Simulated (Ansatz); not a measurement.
Consider the cleavage of the Si–Ge bond: `[CH3][GeH]([F])[SiH3]` + `B[Si](O)(F)Cl` → `B[Si](F)(Cl)O[SiH3]` + `[CH3][GeH2][F]`.

Isolated molecules relaxed with PBE0-D4/def2-TZVP in Ansatz; ΔE leaves out vibrations. CCSD(T)/CBS adds triple-zeta CCSD(T) − MP2 to the extrapolated MP2 energy (def2 sets, frozen cores). DFT in def2-TZVPP. B3LYP here is the variant with VWN-RPA as its local correlation; programs differ in this. For Ge outer-core shells are correlated without core-valence functions, which leaves a few kJ/mol of doubt a bond. Scalar relativity is left out up to krypton. Each species was taken in one conformer, which may not be the lowest.

| level | ΔE (kJ/mol) |
| --- | --- |
| B3LYP | -88.4 |
| HF/CBS(def2) | -121.4 |

(1) What does CCSD(T)/CBS give? (An estimate is asked.)

Largest T1 diagnostic among the species: 0.012.

Answers

(1) The calculation gave: -90.8 kJ/mol. The listed levels differ from it by 2.4, -30.6 kJ/mol.

From PBE to PBE0 (25 % exact exchange), in def2-TZVPP and without D4, ΔE moves by −9.5 kJ/mol. In def2-TZVPP, CCSD(T) changes the Hartree–Fock value by +26.4 kJ/mol (the triples alone add +3.5 kJ/mol) and MP2 by +21.2 kJ/mol.
